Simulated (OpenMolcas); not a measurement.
A calculation on neutral oxygen.

* Program: OpenMolcas 26.06
* Method: CASSCF
* Basis: ANO-RCC-VTZP [4s3p2d1f]
* Scalar Hamiltonian: DKH2, point nucleus
* Active space: 6 electrons in 8 orbitals (2s 2p 3s 3p)
* State averaging: 2S+1 = 3 even, 3 roots; 2S+1 = 1 even, 6 roots
* Spin-orbit coupling: RASSI with atomic mean-field integrals over the reference wave functions, term energies averaged over their components

Problem. Which level of the active space comes out lowest?

Solution. 2s² 2p⁴ ³P₂, with 100 % of that term; it is also the measured ground level.

Problem. How high does 2s² 2p⁴ ³P₁ lie?

Solution. 140 cm⁻¹ above the lowest level; measured 158 cm⁻¹ above the ground level, so the calculation is off by -11 %.

Problem. How high does 2s² 2p⁴ ³P₀ lie?

Solution. 209 cm⁻¹ above the lowest level; measured 227 cm⁻¹ above the ground level, so the calculation is off by -8 %.

Problem. How high does 2s² 2p⁴ ¹S₀ lie?

Solution. 30449 cm⁻¹ above the lowest level; measured 33793 cm⁻¹ above the ground level, so the calculation is off by -10 %.

Measured values: NIST Handbook of Basic Atomic Spectroscopic Data.

Without dynamic correlation excited terms often stand tens of per cent too high (terms of higher spin than the ground term too low), and those without a measured partner can miss by more than the paired ones. Active for correlation alone: 3p 3s; no level in the range computed is led by a configuration that fills them, so any true level of that kind is missing. Computed and measured levels are paired by configuration, term and J; levels that our copy of the source lacks, or whose pairing is in doubt (as where it misses far off the trend of its configuration), stay unpaired and out of the deviations. Only configurations of the active space appear.
